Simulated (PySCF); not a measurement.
## Electron correlation in In⁺ (indium, charge +1)

[Kr] 4d10 5s1 5p1, high-spin 3P determinant (an excited configuration). All numbers are calculated (PySCF 2.14, scalar relativity by spin-free X2C-1e, in x2c-QZVPPall (13s9p7d4f1g, 112 functions)). Frozen: [Ar] 3d10; 20 electrons correlated.

MP2 pair energies summed by pair of shells (mhartree):

| pair | energy | share (%) |
| --- | --- | --- |
| 4d-4d | -330.62 | 53.0 |
| 4p-4d | -128.97 | 20.7 |
| 4p-4p | -43.50 | 7.0 |
| 4d-5s | -36.22 | 5.8 |
| 4s-4d | -31.95 | 5.1 |
| 4d-5p | -19.96 | 3.2 |
| 4s-4p | -18.84 | 3.0 |
| 4p-5s | -4.49 | 0.7 |
| 4s-4s | -3.86 | 0.6 |
| 4p-5p | -2.22 | 0.4 |
| 5s-5p | -2.20 | 0.4 |
| 4s-5s | -0.56 | 0.1 |
| 4s-5p | -0.29 | 0.0 |

Total MP2 correlation energy: -623.68 mhartree.

Same-spin part -217.79 and opposite-spin part -405.89 mhartree; SCS-MP2 scales them by 1/3 and 6/5 to -559.67 mhartree.

The basis was made for the ground configuration and has no added diffuse functions, which can raise the energy of the promoted electron.

This basis was not built for core-valence correlation, so the inner-shell part is incomplete.
